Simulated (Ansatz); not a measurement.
A nudged elastic band was laid between two geometries of BF2H + H2S (7 atoms, charge 0, multiplicity 1).

Theory: RKS PBE-D4/def2-SVP in Ansatz 0.2.0.

```json
{
 "movable images": "9",
 "climbing image": "yes",
 "spring": "5.0 eV/Å²",
 "optimiser": "quadratic models (default)",
 "start path": "through a guess of the saddle point",
 "force threshold": "0.03 eV/Å",
 "iteration limit": "60",
 "end points": "relaxed"
}
```

Initial state:

```xyz
7
Properties=species:S:1:pos:R:3
B 0.041 0.315 0.017
H 0.623 0.871 0.923
F 0.684 -0.043 -1.096
F -1.295 0.269 -0.011
S 0.266 -2.232 1.249
H 0.237 -2.781 0.003
H -1.094 -2.236 1.328
```

Final state:

```xyz
7
Properties=species:S:1:pos:R:3
B 0.094 -0.650 -0.667
H -0.395 0.265 2.532
F 1.017 0.233 -1.037
F -1.187 -0.292 -0.724
S 0.618 -2.297 -0.114
H -0.652 -2.727 0.125
H -0.030 -0.370 2.299
```

Which bonds break or form, and what moves?

Bonds broken: B1–H2, S5–H7. Bonds formed: B1–S5, H2–H7. BF2H + H2S becomes BF2HS + H2.

Give the energies along the band, and the barrier.

The forces met the threshold. The highest image is number 7 of 0 to 10, 22.0 kcal/mol above the first end and 29.9 kcal/mol above the last; the last end lies 7.9 kcal/mol below the first. A vibrational analysis at the climbing image gives one clearly imaginary mode, 881i cm⁻¹: a first-order saddle point. The orbitals stay closed-shell, which can raise the energy where a bond breaks towards radicals; this wasn't checked here.

| image | path coordinate (Å) | energy (kcal/mol) | B1–H2 (Å) | S5–H7 (Å) | B1–S5 (Å) |
| --- | --- | --- | --- | --- | --- |
| 0 | 0.00 | 0.0 | 1.21 | 1.36 | 2.84 |
| 1 | 0.62 | 0.1 | 1.21 | 1.36 | 2.82 |
| 2 | 1.24 | 0.3 | 1.21 | 1.36 | 2.82 |
| 3 | 1.86 | 0.4 | 1.21 | 1.36 | 2.85 |
| 4 | 2.48 | 0.6 | 1.21 | 1.36 | 2.89 |
| 5 | 3.10 | 1.7 | 1.22 | 1.36 | 2.78 |
| 6 | 3.73 | 7.4 | 1.23 | 1.38 | 2.54 |
| 7 | 4.35 | 22.0 | 1.36 | 1.67 | 2.08 |
| 8 | 5.09 | 0.5 | 2.03 | 2.33 | 1.85 |
| 9 | 5.83 | -7.1 | 2.68 | 2.88 | 1.82 |
| 10 | 6.57 | -7.9 | 3.36 | 3.15 | 1.81 |

What is the geometry of the highest image?


```xyz
7
Properties=species:S:1:pos:R:3:forces:R:3
B -0.045 -0.265 0.044 0.00 0.00 0.00
H -0.195 0.065 1.358 0.00 0.00 0.00
F 0.984 0.452 -0.454 0.00 0.00 0.00
F -1.261 -0.206 -0.542 0.00 0.00 0.00
S 0.563 -2.232 0.321 0.00 0.00 0.00
H -0.721 -2.687 0.369 0.00 0.00 0.00
H 0.139 -0.965 1.318 0.00 0.00 0.00
```

What are the harmonic wavenumbers there?

881i, 219, 295, 324, 498, 656, 757, 873, 1023, 1173, 1237, 1360, 1622, 1987, 2621 cm⁻¹.

The band took 33 iterations and of the order of 7 core-minutes.

Run time: 6.5 min on 1 thread of Arm Neoverse V2, on a shared host, peak memory 0.15 GiB.
